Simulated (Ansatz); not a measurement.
Reaction (ligand exchange at a Ge–O bond): `C[O][Ge][Cl]` + `CNC` → `C[N](C)[Ge][Cl]` + CH₃OH

Calculated with Ansatz (gas phase, PBE0-D4/def2-TZVP geometries, no zero-point term in ΔE). CBS: MP2 limit from def2 TZ/QZ plus the TZ coupled-cluster correction, frozen cores. This one scheme is used for every species. Functionals use def2-TZVPP. For Ge outer-core shells are correlated without core-valence functions, which leaves a few kJ/mol of doubt a bond. Scalar relativity is left out up to krypton. Each species was taken in one conformer, which may not be the lowest.

| species | PBE energy (Eh) |
| --- | --- |
| `C[O][Ge][Cl]` | -2651.83024 |
| `CNC` | -135.02910 |
| `C[N](C)[Ge][Cl]` | -2671.22143 |
| CH₃OH | -115.63194 |

(1) Work out ΔE.

Largest T1 diagnostic among the species: 0.015.

## Answers

(1) ΔE = (-2671.22143) + (-115.63194) − (-2651.83024) − (-135.02910) = 0.00597 Eh = +15.7 kJ/mol. CCSD(T)/CBS gives +7.9 kJ/mol.

In def2-TZVPP, CCSD(T) changes the Hartree–Fock value by −21.2 kJ/mol (the triples alone add −3.1 kJ/mol) and MP2 by −24.9 kJ/mol. Leaving LDA and LC-ωPBE aside and taking each functional with its dispersion term where it has one, the values, not all of them listed here, spread over 10.2 kJ/mol, from PBE-QIDH to B97M-V. LDA lies −9.2 kJ/mol from PBE without D4.
